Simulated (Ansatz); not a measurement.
Basis-set extrapolation for CHClFNOSi (`O=C=N[SiH](F)Cl`) (PBE0-D4/def2-TZVP geometry, frozen core, the Gaussian-basis code of Ansatz). Multiplicity 1, RHF reference.

|  | def2-TZVPP | def2-QZVPP |
| --- | --- | --- |
| HF | -1015.960269 | -1015.994480 |
| MP2 correlation | -1.109005 | -1.204210 |
| CCSD(T) correlation | -1.173818 | not run |

Energies in hartree. Use E(X) = E(∞) + A·exp(−7.88·√X) for Hartree–Fock and E(X) = E(∞) + B·X^(−2.97) for correlation, with X = 3 and 4, and add CCSD(T) minus MP2 of the smaller set to the MP2 limit.

What is the CCSD(T) energy at the basis-set limit?

HF limit: -1015.994480 + (-0.034211) × 0.13774 = -1015.99919. MP2 limit: -1.204210 + (-0.095205) × 0.74074 = -1.27473. Higher-order term: -1.173818 − (-1.109005) = -0.06481. Total: -1017.33873 hartree, 5.57 eV below CCSD(T)/def2-TZVPP.
